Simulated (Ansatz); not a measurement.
C3H10N (SMILES CC(C)[NH3+]), charge +1, singlet, geometry from GFN2-xTB; R2SCAN/STO-3G (Ansatz, a quantum-chemistry and plane-wave program).

The Ansatz input:
Ansatz 0.2 input:
```yaml
crystal:
  periodic: [false, false, false]
  atoms:
    - {symbol: C, position_ang: [-0.39725636, -1.28515272, 0.57940966]}
    - {symbol: C, position_ang: [0.09548258, 0.13341939, 0.36938894]}
    - {symbol: C, position_ang: [-0.99337004, 1.06988112, -0.11711552]}
    - {symbol: N, position_ang: [1.19105752, 0.10155536, -0.67598328]}
    - {symbol: H, position_ang: [-0.84469694, -1.68443903, -0.32777214]}
    - {symbol: H, position_ang: [0.40505652, -1.94411756, 0.90202263]}
    - {symbol: H, position_ang: [-1.15853618, -1.29523998, 1.35356128]}
    - {symbol: H, position_ang: [0.54487941, 0.51899422, 1.28845147]}
    - {symbol: H, position_ang: [-0.61198119, 2.07383791, -0.28632852]}
    - {symbol: H, position_ang: [-1.77502768, 1.14029938, 0.63322578]}
    - {symbol: H, position_ang: [-1.44860097, 0.70137169, -1.03339990]}
    - {symbol: H, position_ang: [0.80054989, -0.25809640, -1.55779652]}
    - {symbol: H, position_ang: [1.95847618, -0.51671124, -0.38424334]}
    - {symbol: H, position_ang: [1.56334124, 1.04432681, -0.84593620]}
basis:
  gaussian:
    orbitals: STO-3G
    symmetry_tolerance_ang: 0.01
hamiltonian:
  xc: r2scan
total_charge: 1
```

It wrote (shortened):

```
Functional definition: r2SCAN
423 factors; integrals over basis functions are off by at most 3.7e-5 eV
mean field evaluation 1: about -4698.1579 eV, gradient 1.5e1 eV
mean field evaluation 2: about -4698.4036 eV, gradient 1.3e1 eV
mean field evaluation 4: about -4698.9138 eV, gradient 1.8e-1 eV
mean field evaluation 8: about -4698.7939 eV, gradient 4.0e-3 eV
mean field -4698.79386759 eV, -172.6774896770 hartree, gradient 3.5e-5 eV, S^2 0.000000; 0 other end points of the search recorded, 0 dependent functions left out
reference -4698.79387410 eV, -172.6774899163 hartree; 17, 17 occupied and 13, 13 virtual orbitals, 423 factors
Total energy: -4698.79387410 eV, -172.6774899163 hartree
```
